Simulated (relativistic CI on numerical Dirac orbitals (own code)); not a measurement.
Computed by Dirac-Coulomb-Breit CI, separate exchange-only KLI orbitals for each configuration, a model potential for QED, unscaled Slater integrals (own radial code, finite nucleus).

The strongest absorption lines from the ground level of an ion, among the configurations computed and to levels below about 4680 eV (vacuum wavelength in nm, gf): 0.33397 (0.43), 0.38710 (1.4), 0.39224 (0.068), 0.41820 (5.6), 0.43419 (2.7), 0.46277 (0.38), 0.51271 (0.27), 0.52854 (0.17).

Question: Which ion is it?
A. Bi53+
B. Ra60+
C. Bi55+
D. Pt50+

Answer: C. Bi55+ has 28 electrons and the ground level 3s2 3p6 3d10 1S_0; the strongest line goes to 3s2 3p6 3d9 4f 1P°_1. The pattern of lines fixes the number of electrons, and along that sequence the line energies rise steadily with the charge (about as its square where n changes within one kind of shell, about linearly where n is kept but much faster in heavy ions where fine structure, which grows about as Z⁴, sets the gap, and irregularly where shells cross), which fixes Z. Configurations outside the model, such as inner-shell arrays, can give stronger lines. At this charge energies of transitions that change n are usually good to better than 1 %, and those within a shell (Δn = 0) to a few per cent.

LS names give the leading component of a level, which can be under half, so a name can repeat, a term be missing and a line seem to break the LS rules.
